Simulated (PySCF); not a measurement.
Zn (zinc, neutral) across methods

[Ar] 3d10 4s2, closed-shell 1S. Computed with PySCF 2.14 in dyall-av2z, with the non-relativistic Hamiltonian (point nucleus). The B2PLYP total includes its PT2 part (frozen core); its orbital energies are those of the SCF part.

```
   method  E (hartree)  mean ε 3p (eV)  mean ε 3d (eV)  mean ε 4s (eV)  Σ⟨r²⟩ (bohr²)   ⟨S²⟩
      UHF  -1777.81929         -104.50         -21.280          -7.974          35.06  0.000
   r2SCAN    -1779.393         -85.046         -10.896          -6.072          33.28  0.000
  r2SCAN0    -1779.352         -89.971         -13.643          -6.747          33.45  0.000
   B2PLYP    -1779.126         -94.118         -16.259          -7.155          34.01  0.000
     PBE0    -1779.163         -88.097         -13.365          -6.554          33.57  0.000
      PBE    -1779.154         -82.415         -10.578          -5.837          33.49  0.000
      LDA    -1776.545         -82.288         -10.869          -6.068          33.15  0.000
CAM-B3LYP    -1779.531         -88.904         -14.819          -7.860          33.53  0.000
   PBEsol    -1777.770         -82.265         -10.600          -5.852          33.33  0.000
```
